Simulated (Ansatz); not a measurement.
H2OTe (SMILES O[TeH]) moved off its minimum; all values from Ansatz (a first-principles code), cores frozen in correlated methods. Elements past Kr take the def2 small-core potentials, without spin–orbit coupling.
(charge 0, multiplicity 1)
```xyz
4

Te    -0.0813    -0.1149     0.2725
H     -1.6046    -0.3592    -0.8379
O      1.1726     0.2205    -1.0993
H      1.2707     1.1596    -1.5597
```

Give the forces (eV/Å), the total energy and the dipole at CCSD(T)/def2-TZVPPD.


| atom | Fx | Fy | Fz |
|---|---|---|---|
| Te1 | -2.999 | -0.234 | -0.060 |
| H2 | 1.761 | 0.265 | 1.285 |
| O3 | 1.993 | 2.830 | -3.131 |
| H4 | -0.755 | -2.861 | 1.906 |
Energy -343.4410 hartree, dipole 1.22 D.
